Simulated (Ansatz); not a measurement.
Consider the formal exchange of groups at a C–Se bond: `C[Se][InH2]` + `C[CH](F)[AlH2]` → `CC[CH](F)[AlH2]` + `[SeH][InH2]`.

Calculated with Ansatz (gas phase, PBE0-D4/def2-TZVP geometries, no zero-point term in ΔE). CBS: MP2 limit from def2 TZ/QZ plus the TZ coupled-cluster correction, frozen cores. Functionals use def2-TZVPP. B3LYP here is the variant with VWN-RPA as its local correlation; programs differ in this. def2 core potentials past Kr. For In, Se outer-core shells are correlated without core-valence functions, which leaves a few kJ/mol of doubt a bond. Scalar relativity is left out up to krypton. Each species was taken in one conformer, which may not be the lowest.

```json
{"level": "B3LYP-D4", "ΔE (kcal/mol)": "-2.8"}
{"level": "SCS-MP2/def2-TZVPP", "ΔE (kcal/mol)": "-3.1"}
{"level": "CCSD/def2-TZVPP", "ΔE (kcal/mol)": "-4.0"}
{"level": "SCS-MP2/def2-QZVPP", "ΔE (kcal/mol)": "-2.9"}
```

(1) What does CCSD(T)/CBS give? (An estimate is asked.)

Largest T1 diagnostic among the species: 0.013.

## Answers

(1) Ansatz gave: -3.3 kcal/mol. The listed levels differ from it by 0.5, 0.2, -0.7, 0.4 kcal/mol.

In def2-TZVPP, CCSD(T) changes the Hartree–Fock value by +1.1 kcal/mol (the triples alone add +0.4 kcal/mol) and MP2 by +1.8 kcal/mol. From PBE to PBE0 (25 % exact exchange), in def2-TZVPP and without D4, ΔE moves by −0.9 kcal/mol.
